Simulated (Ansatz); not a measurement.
Input file for Ansatz (a first-principles code): R-B3LYP/def2-TZVPPD on CH4O (a complex), monomers drawn apart or pushed together. Files ending in .json are basis or fitting sets from the Basis Set Exchange.

Ansatz 0.2 input:
```yaml
crystal:
  periodic: [false, false, false]
  atoms:
    - {symbol: C, position_ang: [-0.35073975, -0.50688680, 0.04175197]}
    - {symbol: O, position_ang: [0.32918566, 0.24201725, -0.60192827]}
    - {symbol: H, position_ang: [-1.40291903, -0.27408985, 0.29596654]}
    - {symbol: H, position_ang: [0.03506060, -1.47353629, 0.41948259]}
    - {symbol: H, position_ang: [0.14190220, 0.35308472, 2.65015452]}
    - {symbol: H, position_ang: [-0.29910143, -0.14289526, 2.98728696]}
basis:
  gaussian:
    orbitals: def2-TZVPPD.json
hamiltonian:
  xc: {name: B3LYP}
scf: {lower_state_search: off}
```

Problem. Predict the final total energy.

Solution. -115.7354 hartree.
